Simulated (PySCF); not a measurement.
ClGeH4NSi, ClGeH4OSi, ClGeH3Si (calculated)

All values are calculated (PySCF 2.14.0). Calculation on a computer-drawn molecule: the log of a Hartree-Fock and frozen-core CCSD(T) single point meant for a local Hartree-Fock minimum, with one planted fault or none, to be diagnosed. Offsets are logged minus clean, where the clean run is the same molecule without the fault. The reference is restricted for singlets and unrestricted otherwise, and also for a bond in bohr or an excited solution. Adding or removing an electron swaps singlet and doublet. The excited solution moves the top pair (singlet) or top alpha electron (doublet) to the lowest empty orbital. Highest occupied and lowest empty are orbital energies over both spins, largest force is the largest gradient component, triples share is (T) over the correlation energy, the T1 limit is 0.02 restricted and 0.045 unrestricted, electrons count all cores, a negative frequency is imaginary (commonest isotopes), and the dipole is about the centre of nuclear charge; on germanium a core potential holds 10 electrons, which the energies leave out, and 3d is frozen in MP2 and coupled-cluster steps.

Common to all runs: meant charge 0; meant basis cc-pV(D+d)Z; meant basis and core potential on germanium cc-pVDZ-PP ECP10MDF; logged SCF converged yes; possible faults no fault, one electron removed, one electron added, multiplicity raised by two, geometry at a saddle point, SCF held on an excited solution, minimal basis STO-3G, one bond length entered in bohr, all coordinates scaled.

```json
{"entry": 1, "formula": "ClGeH4NSi", "logged_structure": {"atoms_angstrom": [["Cl", -1.165, 2.3976, 1.149], ["Si", 0.7815, 1.7756, 1.1235], ["N", 1.353, 0.44, 0.5965], ["Ge", 1.0869, -1.1859, -0.1709], ["H", 1.5759, 2.8499, 1.7115], ["H", 1.5885, -2.2699, 0.7883], ["H", 1.8849, -1.2493, -1.4769], ["H", -0.3972, -1.4361, -0.4778]]}, "given": {"meant_multiplicity": 1, "logged_electrons": 73, "logged_basis_functions": 103, "logged_spin_squared": 0.7678, "logged_highest_occupied [eV]": -16.682, "logged_lowest_empty [eV]": -6.0244, "logged_largest_force [hartree/bohr]": 0.10423, "logged_T1_diagnostic": 0.025346, "logged_D1_diagnostic": 0.1388, "logged_triples_share": 0.028445, "logged_CC_converged": "yes", "logged_dipole_magnitude [debye]": 3.3924, "logged_SCF_stable_within_its_kind": "yes", "logged_energy_HF [hartree]": -1098.32644, "logged_energy_CCSD(T) [hartree]": -1098.83867, "drawn_bonds_atom": [1, 2, 3, 2, 4, 4, 4], "drawn_bonds_other_atom": [2, 3, 4, 5, 6, 7, 8], "drawn_bonds_order": [1, 2, 1, 1, 1, 1, 1]}, "results": {"planted_fault": "one electron removed", "HF_energy_offset_from_clean_run [kcal/mol]": 185.2, "CCSD(T)_energy_offset_from_clean_run [kcal/mol]": 212.4}}
{"entry": 2, "formula": "ClGeH4OSi", "logged_structure": {"atoms_angstrom": [["Cl", -1.9576, 2.7967, 0.3815], ["Si", -0.716, 1.1581, 0.8779], ["O", -0.145, 0.4651, -0.4879], ["Ge", -0.3218, 0.3452, -2.2858], ["H", 0.4106, 1.7055, 1.6965], ["H", 0.1146, 1.6931, -2.8925], ["H", 0.6106, -0.8053, -2.7076], ["H", -1.7985, 0.029, -2.5985]]}, "given": {"meant_multiplicity": 2, "logged_electrons": 75, "logged_basis_functions": 103, "logged_spin_squared": 0.7546, "logged_highest_occupied [eV]": -9.1618, "logged_lowest_empty [eV]": 1.5181, "logged_largest_force [hartree/bohr]": 0.0093981, "logged_T1_diagnostic": 0.014611, "logged_D1_diagnostic": 0.063009, "logged_triples_share": 0.024116, "logged_CC_converged": "yes", "logged_dipole_magnitude [debye]": 2.2337, "logged_SCF_stable_within_its_kind": "yes", "logged_energy_HF [hartree]": -1119.08378, "logged_energy_CCSD(T) [hartree]": -1119.64031, "drawn_bonds_atom": [1, 2, 3, 2, 4, 4, 4], "drawn_bonds_other_atom": [2, 3, 4, 5, 6, 7, 8], "drawn_bonds_order": [1, 1, 1, 1, 1, 1, 1]}, "results": {"planted_fault": "all coordinates scaled, by +1.1 %", "HF_energy_offset_from_clean_run [kcal/mol]": 0.6157, "CCSD(T)_energy_offset_from_clean_run [kcal/mol]": -0.428}}
{"entry": 3, "formula": "ClGeH3Si", "logged_structure": {"atoms_angstrom": [["Cl", 0.5767, -2.0174, -1.6646], ["Si", 0.4225, -1.0211, -0.0498], ["Ge", 2.6142, -0.7058, 0.2526], ["H", 3.148, -0.0192, -0.8266], ["H", 2.8663, 0.026, 1.4041], ["H", 3.2586, -1.9281, 0.3623]]}, "given": {"meant_multiplicity": 1, "logged_electrons": 66, "logged_basis_functions": 84, "logged_spin_squared": 0.0, "logged_highest_occupied [eV]": -8.1848, "logged_lowest_empty [eV]": 0.47263, "logged_largest_force [hartree/bohr]": 0.087159, "logged_T1_diagnostic": 0.013484, "logged_D1_diagnostic": 0.03436, "logged_triples_share": 0.026483, "logged_CC_converged": "yes", "logged_dipole_magnitude [debye]": 0.65836, "logged_SCF_stable_within_its_kind": "yes", "logged_energy_HF [hartree]": -1043.50131, "logged_energy_CCSD(T) [hartree]": -1043.87522, "drawn_bonds_atom": [1, 2, 3, 3, 3], "drawn_bonds_other_atom": [2, 3, 4, 5, 6], "drawn_bonds_order": [1, 1, 1, 1, 1]}, "results": {"planted_fault": "all coordinates scaled, by -9.7 %", "HF_energy_offset_from_clean_run [kcal/mol]": 35.89, "CCSD(T)_energy_offset_from_clean_run [kcal/mol]": 37.42}}
{"entry": 4, "formula": "ClGeH3Si", "logged_structure": {"atoms_angstrom": [["Cl", 0.6387, -2.2341, -1.8434], ["Si", 0.4679, -1.1307, -0.0552], ["Ge", 2.895, -0.7816, 0.2797], ["H", 3.4862, -0.0212, -0.9154], ["H", 3.1742, 0.0288, 1.5549], ["H", 3.6086, -2.1352, 0.4012]]}, "given": {"meant_multiplicity": 1, "logged_electrons": 66, "logged_basis_functions": 84, "logged_spin_squared": 0.0, "logged_highest_occupied [eV]": -6.047, "logged_lowest_empty [eV]": -2.3258, "logged_largest_force [hartree/bohr]": 0.025347, "logged_dipole_magnitude [debye]": 2.7407, "logged_SCF_stable_within_its_kind": "no", "logged_energy_HF [hartree]": -1043.37964, "drawn_bonds_atom": [1, 2, 3, 3, 3], "drawn_bonds_other_atom": [2, 3, 4, 5, 6], "drawn_bonds_order": [1, 1, 1, 1, 1]}, "results": {"planted_fault": "SCF held on an excited solution", "HF_energy_offset_from_clean_run [kcal/mol]": 112.2}, "notes": ["coupled-cluster numbers left out as unreliable"]}
```
